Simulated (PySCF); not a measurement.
## Ti²⁺ (titanium, charge +2): M06-2X calculation

Configuration: [Ar] 3d2, high-spin 3F determinant. All numbers are calculated (PySCF 2.14, no relativity, point nucleus, in cc-pVDZ).

```
Total energy                                     : -848.581 hartree
One-electron energy                              : -1150.103 hartree
Hartree (Coulomb) energy                         : 343.169 hartree
Exchange-correlation energy                      : -41.648 hartree
Kinetic energy                                   : 847.44764 hartree
⟨S²⟩                                             : 2.0006
⟨L²⟩                                             : 12.005
Sum of ⟨r⟩                                       : 13.90 bohr
Sum of ⟨r²⟩                                      : 16.54 bohr²
Density at the nucleus (Gaussians lack the cusp) : 7080 bohr⁻³
Spin density at the nucleus                      : 0.0768 bohr⁻³
Langevin diamagnetic susceptibility              : -13.1 ×10⁻⁶ cm³/mol
Time after the integrals                         : 1.9 s of wall time on 1 thread of Neoverse-N1 (shared host)
```

```
shell  electrons  mean orbital energy (eV)  spread (eV)  rms radius, mean of both spins (bohr)
 1s α          1                   -4925.9            0                                 0.0813
 1s β          1                   -4925.9            0                                 0.0813
 2s α          1                   -571.01            0                                  0.354
 2s β          1                   -570.28            0                                  0.354
 2p α          3                   -481.16            0                                  0.321
 2p β          3                   -480.50            0                                  0.321
 3s α          1                   -86.544            0                                   1.09
 3s β          1                   -84.312            0                                   1.09
 3p α          3                   -61.375        0.002                                   1.18
 3p β          3                   -58.722            0                                   1.18
 3d α          2                   -24.603        0.001                                   1.56
```
